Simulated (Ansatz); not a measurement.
Born–Oppenheimer molecular dynamics of B2H4SSi (8 atoms, charge 0, multiplicity 1). It starts at the highest image of a converged band. Of that band: Neighbouring images differ by up to 1.4 eV, so the band resolves the path poorly. A vibrational analysis at the climbing image gives one clearly imaginary mode, 511i cm⁻¹: a first-order saddle point.

Level of theory: Ansatz 0.2.0, UKS PBE0/cc-pVDZ.

* ensemble: NVE (velocity Verlet)
* time step: 0.5 fs
* steps asked: 200
* starting velocities drawn for: 100 K
* seed: 4556

Frames 2.5 fs apart, positions in Å.

Velocities at 55.0 fs (Å/ps):

```
B 2.35 1.09 2.31
Si -1.00 0.87 0.02
B 0.50 -0.44 -5.37
S -0.14 -0.80 1.27
H -5.92 1.87 -5.25
H 4.80 -2.38 -6.43
H -2.13 -7.34 -1.66
H 4.87 2.24 5.43
```

```xyz
8
Properties=species:S:1:pos:R:3 time_fs=55.0 energy_less_start_eV=0.035 T=55
B -0.405 1.554 -0.167
Si 0.697 -0.030 0.185
B -0.346 -1.392 1.415
S -0.598 -1.618 -0.787
H -0.018 2.701 0.058
H -1.583 1.328 -0.453
H 2.111 -0.141 -0.298
H 0.376 -2.543 -0.985
8
Properties=species:S:1:pos:R:3 time_fs=57.5 energy_less_start_eV=0.011 T=86
B -0.400 1.558 -0.161
Si 0.694 -0.027 0.185
B -0.344 -1.394 1.401
S -0.598 -1.620 -0.784
H -0.038 2.694 0.040
H -1.558 1.329 -0.465
H 2.105 -0.164 -0.299
H 0.387 -2.541 -0.966
8
Properties=species:S:1:pos:R:3 time_fs=60.0 energy_less_start_eV=0.009 T=89
B -0.396 1.563 -0.155
Si 0.690 -0.025 0.185
B -0.341 -1.396 1.386
S -0.598 -1.622 -0.781
H -0.059 2.683 0.021
H -1.522 1.338 -0.470
H 2.099 -0.193 -0.294
H 0.393 -2.542 -0.937
8
Properties=species:S:1:pos:R:3 time_fs=62.5 energy_less_start_eV=-0.001 T=101
B -0.391 1.567 -0.151
Si 0.686 -0.022 0.184
B -0.336 -1.400 1.370
S -0.597 -1.624 -0.778
H -0.068 2.699 0.009
H -1.511 1.346 -0.477
H 2.093 -0.226 -0.282
H 0.393 -2.547 -0.898
8
Properties=species:S:1:pos:R:3 time_fs=65.0 energy_less_start_eV=-0.015 T=120
B -0.385 1.570 -0.147
Si 0.682 -0.019 0.184
B -0.332 -1.405 1.354
S -0.597 -1.626 -0.775
H -0.063 2.734 0.004
H -1.529 1.350 -0.484
H 2.089 -0.260 -0.264
H 0.388 -2.556 -0.853
8
Properties=species:S:1:pos:R:3 time_fs=67.5 energy_less_start_eV=-0.012 T=116
B -0.379 1.577 -0.146
Si 0.678 -0.017 0.183
B -0.326 -1.411 1.338
S -0.596 -1.627 -0.771
H -0.055 2.752 0.005
H -1.546 1.354 -0.482
H 2.087 -0.294 -0.240
H 0.380 -2.571 -0.803
8
Properties=species:S:1:pos:R:3 time_fs=70.0 energy_less_start_eV=-0.031 T=140
B -0.377 1.587 -0.147
Si 0.674 -0.014 0.182
B -0.321 -1.419 1.322
S -0.595 -1.629 -0.768
H -0.045 2.740 0.010
H -1.537 1.363 -0.465
H 2.085 -0.323 -0.210
H 0.369 -2.590 -0.751
8
Properties=species:S:1:pos:R:3 time_fs=72.5 energy_less_start_eV=-0.033 T=143
B -0.376 1.599 -0.151
Si 0.670 -0.011 0.181
B -0.316 -1.429 1.308
S -0.595 -1.631 -0.765
H -0.030 2.719 0.021
H -1.515 1.376 -0.437
H 2.084 -0.344 -0.176
H 0.351 -2.609 -0.699
8
Properties=species:S:1:pos:R:3 time_fs=75.0 energy_less_start_eV=-0.031 T=140
B -0.375 1.609 -0.155
Si 0.666 -0.007 0.180
B -0.311 -1.439 1.295
S -0.594 -1.633 -0.762
H -0.002 2.720 0.040
H -1.511 1.387 -0.410
H 2.084 -0.358 -0.139
H 0.327 -2.627 -0.651
8
Properties=species:S:1:pos:R:3 time_fs=77.5 energy_less_start_eV=-0.034 T=144
B -0.371 1.617 -0.161
Si 0.663 -0.003 0.178
B -0.307 -1.451 1.284
S -0.593 -1.636 -0.760
H 0.035 2.740 0.063
H -1.538 1.399 -0.389
H 2.087 -0.363 -0.101
H 0.300 -2.647 -0.607
8
Properties=species:S:1:pos:R:3 time_fs=80.0 energy_less_start_eV=-0.012 T=115
B -0.367 1.626 -0.165
Si 0.660 0.001 0.177
B -0.304 -1.464 1.276
S -0.592 -1.638 -0.757
H 0.069 2.748 0.082
H -1.565 1.417 -0.370
H 2.091 -0.358 -0.065
H 0.273 -2.670 -0.571
8
Properties=species:S:1:pos:R:3 time_fs=82.5 energy_less_start_eV=-0.011 T=114
B -0.363 1.635 -0.169
Si 0.657 0.005 0.175
B -0.301 -1.477 1.270
S -0.591 -1.641 -0.755
H 0.089 2.730 0.091
H -1.563 1.450 -0.352
H 2.096 -0.344 -0.033
H 0.247 -2.694 -0.544
```

Of the whole run (100 fs, mean temperature of the second half 105 K): The conserved energy stayed within 0.032 meV per atom of its start (net change 0.028 meV per atom), so the integration is sound. A run of 0.1 ps of so small a system gives no equilibrium averages.

The run took 9 min on 2 threads of Arm Neoverse V2, with other jobs on the host, peak memory 0.24 GiB.
